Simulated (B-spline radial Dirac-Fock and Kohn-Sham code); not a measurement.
**V³⁺ 2p1/2: cross section and angular parameters**

System: vanadium as V³⁺, 1s2 2s2 2p6 3s2 3p6 3d2; threshold 569.3 eV (orbital energy of the model). Method: Dirac-Hartree-Slater photoionisation with a Latter tail; cross sections with all multipoles, angular parameters from the dipole term and its interference with E2. Computed with a radial finite-basis atomic code.

The run's input, task.json:

```json
{"items": [{
  "Z": 23,
  "q": 3,
  "cfg": [[1, 0, 2], [2, 0, 2], [2, 1, 6], [3, 0, 2], [3, 1, 6], [3, 2, 2]],
  "A": 51,
  "rrms": 3.6002,
  "do": "xps",
  "hv": [50.6, 59.5, 80, 80.8, 89.2, 142.0, 150, 158.0, 191.0, 272.0, 319.0, 380.0, 600, 615.0, 756.0, 1250.0, 1486.9, 2000, 2050.0, 2200.0, 2540.0, 2984.4, 3760.0, 4640.0, 6080.0, 8230.0, 9970.0, 10300.0, 12000, 15000]
}]}
```

Run with: `python xray2_run.py task.json out`

For linearly polarised light dσ/dΩ = σ/(4π) [1 + β P₂(cos θ) + (δ + γ cos²θ) sin θ cos φ], with θ from the polarisation vector and φ the angle between the beam and the projection of the electron momentum on the plane normal to the polarisation.

```csv
hν (eV),σ (kb),β,γ,δ
600,466,0.974,-0.099,0.006
615,446,1.057,-0.095,0.007
756,273,1.366,0.001,0.015
1250,73.2,1.453,0.305,0.026
1486.9,44.8,1.425,0.412,0.031
2000,18.9,1.343,0.588,0.043
2050,17.6,1.335,0.602,0.045
2200,14.2,1.310,0.643,0.048
2540,9.18,1.256,0.725,0.057
2984.4,5.56,1.189,0.812,0.069
3760,2.67,1.085,0.928,0.089
4640,1.35,0.987,1.029,0.113
6080,0.550,0.859,1.147,0.150
8230,0.196,0.719,1.271,0.201
9970,0.100,0.635,1.346,0.239
10300,?,?,?,?
12000,0.0520,0.559,1.415,0.281
15000,0.0233,0.474,1.496,0.337
```

Q: Give the values at 10300 eV.

A: σ = 0.0894 kb, β = 0.621, γ = 1.359, δ = 0.246.
